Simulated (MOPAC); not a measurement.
Input file for MOPAC: PM7 on BeAl, 2S+1 = 2, a spin state set in the input, which need not be the lowest, a point of a bond scan (R = 2.304 Å).

```
PM7 1SCF PRECISE CHARGE=0 UHF MS=0.5 THREADS=1
AlBe

Be     0.00000000 1     0.00000000 1     0.00000000 1
Al     0.00000000 1     0.00000000 1     2.30360900 1
```

The log:

```
*******************************************************************************
 **                                                                           **
 **                              MOPAC v23.2.5                                **
 **                                                                           **
 *******************************************************************************
 ** MOPAC's Digital Object Identifier: https://doi.org/10.5281/zenodo.6511958 **
 **                                                                           **
 ** Please cite the open-source release paper for use of this MOPAC version:  **
 ** J. E. Moussa and J. J. P. Stewart (2026)                                  **
 ** MOPAC: An open-source semiempirical molecular orbital program             **
 ** J. Open Source Softw., 11(119), 8025, https://doi.org/10.21105/joss.08025 **
 *******************************************************************************

                              PM7 CALCULATION RESULTS

 *******************************************************************************
 *  PM7        - The PM7 Hamiltonian to be used
 *  UHF        - UNRESTRICTED HARTREE-FOCK CALCULATION
 *
 *
 *
 *                 CHARGE ON SYSTEM = 0
 *
 *
 *
 *  MS=        - IN MECI, MAGNETIC COMPONENT OF SPIN =  0.5
 *  PRECISE    - TIGHTER CRITERIA TO BE USED
 *  1SCF       - DO 1 SCF AND THEN STOP
 *  THREADS=1  - MULTI-THREADING NOT USED
 *  T=         - A TIME OF 172800.0 SECONDS REQUESTED
 *  DUMP=N     - RESTART FILE WRITTEN EVERY 7200.0 SECONDS REQUESTED
 *******************************************************************************
PM7 1SCF PRECISE CHARGE=0 UHF MS=0.5 THREADS=1
 AlBe

   ATOM   CHEMICAL          X               Y               Z
  NUMBER   SYMBOL      (ANGSTROMS)     (ANGSTROMS)     (ANGSTROMS)

     1      Be          0.00000000  *   0.00000000  *   0.00000000  *
     2      Al          0.00000000  *   0.00000000  *   2.30360900  *



          CARTESIAN COORDINATES

    NO.       ATOM           X           Y           Z

     1        Be          0.0000      0.0000      0.0000
     2        Al          0.0000      0.0000      2.3036

 General Reference for PM7:
 "Optimization of Parameters for Semiempirical Methods VI: More Modifications to the
 NDDO Approximations and Re-optimization of Parameters", J. J. P. Stewart, J. Mol. Mod., 1:32, 19 (2013)
 https://link.springer.com/article/10.1007/s00894-012-1667-x

           Empirical Formula: Be Al  =     2 atoms



      MOLECULAR POINT GROUP   :   C*v


          UHF CALCULATION, NO. OF ALPHA ELECTRONS =    3
                           NO. OF BETA  ELECTRONS =    2

 -------------------------------------------------------------------------------
 PM7 1SCF PRECISE CHARGE=0 UHF MS=0.5 THREADS=1
 AlBe



     1SCF WAS SPECIFIED, SO BFGS WAS NOT USED
     SCF FIELD WAS ACHIEVED


                              PM7 CALCULATION
                                                       MOPAC v23.2.5 Linux




          FINAL HEAT OF FORMATION =        135.21636 KCAL/MOL =     565.74526 KJ/MOL


          COSMO AREA              =         99.50 SQUARE ANGSTROMS
          COSMO VOLUME            =         87.52 CUBIC ANGSTROMS

          IONIZATION POTENTIAL    =          6.885130 EV
          ALPHA SOMO LUMO (EV)    =         -6.885 -1.835
          BETA  SOMO LUMO (EV)    =         -9.679 -1.126
          NO. OF ALPHA ELECTRONS  =          3
          NO. OF BETA  ELECTRONS  =          2
          MOLECULAR WEIGHT        =         35.9937         POINT GROUP:  C*v

          MOLECULAR DIMENSIONS (Angstroms)

            Atom       Atom       Distance
           Al     2   Be     1     2.30361
           Al     2   Be     1     0.00000
           Be     1   Al     2     0.00000


          SCF CALCULATIONS        =          1





   ATOM   CHEMICAL          X               Y               Z
  NUMBER   SYMBOL      (ANGSTROMS)     (ANGSTROMS)     (ANGSTROMS)

     1      Be          0.00000000  *   0.00000000  *   0.00000000  *
     2      Al          0.00000000  *   0.00000000  *   2.30360900  *

                             CARTESIAN COORDINATES

   1   Be        0.000000000     0.000000000     0.000000000
   2   Al        0.000000000     0.000000000     2.303609000


           Empirical Formula: Be Al  =     2 atoms



      MOLECULAR POINT GROUP   :   C*v


          ALPHA EIGENVALUES
 -11.30917 -10.13976  -6.88513  -1.83494  -0.79784   1.96735   2.16863   2.39042
  23.98221  23.98422  24.30211  24.50909  25.08661


           BETA EIGENVALUES
 -10.68987  -9.67866  -1.12569  -0.85780   0.39325   1.95881   2.09655   2.55149
  24.56310  24.69279  24.97249  25.41996  25.81614


              NET ATOMIC CHARGES AND DIPOLE CONTRIBUTIONS

  ATOM NO.   TYPE          CHARGE      No. of ELECS.   s-Pop       p-Pop       d-Pop
    1         Be           0.578956        1.4210     1.29354     0.12750
    2         Al          -0.578956        3.5790     1.98007     1.55369     0.04519
 DIPOLE           X         Y         Z       TOTAL
 POINT-CHG.     0.000     0.000    -6.406     6.406
 HYBRID         0.000    -0.000     0.188     0.188
 SUM            0.000    -0.000    -6.218     6.218


          ATOMIC ORBITAL ELECTRON POPULATIONS

     Atom    s        px        py        pz      x^2-y^2     xz        z^2       yz        xy
    1 Be   1.29354   0.03270   0.00000   0.09479
    2 Al   1.98007   0.96668   0.00000   0.58701   0.00318   0.00061   0.04140   0.00000   0.00000


                    (SZ)    =    0.500000
                    (S**2)  =    0.803650


          ATOMIC ORBITAL SPIN POPULATIONS

    Atom   Total    s     px     py     pz   x^2-y^2  xz     z^2    yz     xy
         Atomic
    1 Be -0.1332 -0.195  0.033  0.000  0.029
    2 Al  1.1332  0.010  0.967  0.000  0.155 -0.000  0.001  0.001  0.000 -0.000

 **********************
 *                    *
 * JOB ENDED NORMALLY *
 *                    *
 **********************




 == MOPAC DONE ==
```

The run finished.

Cost: very roughly 0.05 core-seconds.
